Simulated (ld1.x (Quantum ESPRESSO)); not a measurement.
## Which change was made? (Ga, TM)

- Element: Ga
- Generator: ld1.x (Quantum ESPRESSO) 7.5
- Type: norm-conserving Troullier–Martins (Kleinman–Bylander form)
- Functional: PBE
- Relativity: scalar-relativistic
- Frozen core: [Ar] 3d10
- Valence charge: 3
- Reference configuration: 4s2 4p0.5 (charge +0.5)
- Partial waves: 4s (bound): rc 1.30 bohr; 4p (bound): rc 1.70 bohr; 4d channel at 0.35 Ry: rc 1.70 bohr
- Local potential: all-electron potential smoothed inside 1.25 bohr (lloc = -1)
- Core correction: Bessel-smoothed model core inside 0.95 bohr

Cutoffs, loose and tight: the cutoffs (Ry, on a coarse ladder) from which the occupation-weighted sum of valence levels, in a spherical-Bessel basis at the reference potential, stays within 10 and 1 mRy of its value at 400 Ry. They do not see the model core or the augmentation charge, which bear on the density cutoff. Test errors are all-electron minus pseudo excitation energies from the reference, over the configurations 4s2 4p1; 4s2 4p0; 4s1 4p0; 4s1 4p2; 4s0 4p3; 4s2 4p1.3; 4s1 4p1; variants that change the core or the reference have their own tests.

The base gives: outcome: generated; cutoff, loose: 45 Ry; cutoff, tight: 140 Ry; bound ghosts: d, s; largest test error (meV): -188.

(1) After one change the result is: outcome: generated; cutoff, loose: 45 Ry; cutoff, tight: 140 Ry; bound ghosts: s, p; largest test error (meV): -146. Which change was it?
A. core [Ar], valence charge 13; reference 3d10 4s1 4p0; waves now 4s (bound): rc 1.70 bohr; 4p (bound): rc 2.35 bohr; 3d (bound): rc 1.15 bohr; 4f channel at -0.15 Ry: rc 2.05 bohr; local potential all-electron potential smoothed inside 1.50 bohr (lloc = -1); core correction none
B. core correction none
C. all radii but the core radius scaled by about 1.14 (s 1.48, p 1.94, d 1.94 bohr); local potential all-electron potential smoothed inside 1.42 bohr (lloc = -1)
D. local potential the d channel
E. local potential all-electron potential smoothed inside 0.72 bohr (lloc = -1)

## Answers

(1) D. The others give: core correction none → outcome: generated; cutoff, loose: 45 Ry; cutoff, tight: 140 Ry; bound ghosts: d, s; largest test error (meV): +157 | local potential all-electron potential smoothed inside 0.72 bohr (lloc = -1) → outcome: generated; cutoff, loose: 45 Ry; cutoff, tight: 140 Ry; bound ghosts: d, s, p; largest test error (meV): -152 | core [Ar], valence charge 13; reference 3d10 4s1 4p0; waves now 4s (bound): rc 1.70 bohr; 4p (bound): rc 2.35 bohr; 3d (bound): rc 1.15 bohr; 4f channel at -0.15 Ry: rc 2.05 bohr; local potential all-electron potential smoothed inside 1.50 bohr (lloc = -1); core correction none → outcome: generated; cutoff, loose: 200 Ry; cutoff, tight: over 300 Ry; bound ghosts: none; largest test error (meV): -405 | all radii but the core radius scaled by about 1.14 (s 1.48, p 1.94, d 1.94 bohr); local potential all-electron potential smoothed inside 1.42 bohr (lloc = -1) → outcome: generated; cutoff, loose: 21 Ry; cutoff, tight: 70 Ry; bound ghosts: d, s; largest test error (meV): -117.
